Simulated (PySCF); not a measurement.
# An isoelectronic set: 53 electrons

PBE in PySCF with x2c-SVPall on every atom, spin-free X2C, for the lowest determinant that a PBE0 search found; no spin–orbit coupling. All have 53 electrons, 7 of them in the valence shells, and the same state, a doublet (π ↑). For ions De leads to the atom and ion picked by measured ionisation energies and electron affinities.

```tsv
species	difference of nuclear charges	Re (Å)	ωe (cm⁻¹)	k (mdyn/Å)	De (eV)	dissociates to	Mayer bond order
KSe	15	2.966	191	0.565	2.36	K + Se	0.85
KBr⁺	16	3.420	84.6	0.110	0.31	K⁺ + Br	0.21
SrS⁺	22	2.581	326	1.47	3.10	Sr⁺ + S	1.35
HI⁺	52	1.653	2155	2.74	3.41	H + I⁺	0.95
```

Which member of the whole set has the stiffest bond, and how does it compare with the softest?

HI⁺ with k = 2.74 mdyn/Å, 25 times that of KBr⁺.

Weak bonds: KBr⁺. Basis-set superposition, not corrected here, can be much of De in a small basis, most of all at correlated wavefunction levels. Spin–orbit coupling is left out, which matters for elements this heavy, above all for dissociation energies. For an ion De counts to the pair picked by the measured ionisation energies or electron affinities, which need not be the lowest pair at this level. States were picked by a PBE0 search and need not be the measured ground states.
